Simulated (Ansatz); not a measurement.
Reactions of Cl$_{2}$F$_{2}$H$_{2}$O$_{2}$Si$_{2}$, SMILES `O[SiH](Cl)O[Si](F)(F)Cl`.

Program: Ansatz. Geometries: PBE0-D4/def2-TZVP. ΔE: electronic, gas phase. CCSD(T)/CBS is the MP2 limit (def2-TZVPP, def2-QZVPP) plus CCSD(T) − MP2 in def2-TZVPP, frozen cores. This one scheme is used for every species, atoms too. Functionals use def2-TZVPP. No spin–orbit coupling; open shells (•) take unrestricted orbitals. Spin–orbit coupling would lower the free atoms: a little for Cl, F, O, Si. One conformer a species, not always the lowest.

| reaction | CCSD(T)/CBS(def2) (kJ/mol) |
| --- | --- |
| `O[SiH](Cl)O[Si](F)(F)Cl` → 2 Cl• + 2 F• + 2 H• + 2 O• + 2 Si• | 4231 |
| `O[SiH](Cl)O[Si](F)(F)Cl` → `[O][Si](F)(F)Cl`• + `O[SiH]Cl`• | 619 |
| `O[SiH](Cl)O[Si](F)(F)Cl` + H₂O → `O[SiH](Cl)O[Si](O)(F)F` + HCl | ? |
| `O[SiH](Cl)O[Si](F)(F)Cl` + H₂ → `O[Si@@H](Cl)O[Si@H](F)Cl` + H–F | 120 |
| `O[SiH](Cl)O[Si](F)(F)Cl` + H₂ → `F[Si](F)(Cl)O[SiH2]Cl` + H₂O | 91 |

Problem. Fill in the missing values. (An estimate is asked.)

Solution. Ansatz gave: `O[SiH](Cl)O[Si](F)(F)Cl` + H₂O → `O[SiH](Cl)O[Si](O)(F)F` + HCl: -25.6 kJ/mol.

Largest T1 diagnostic: 0.014, for `[O][Si](F)(F)Cl`•.
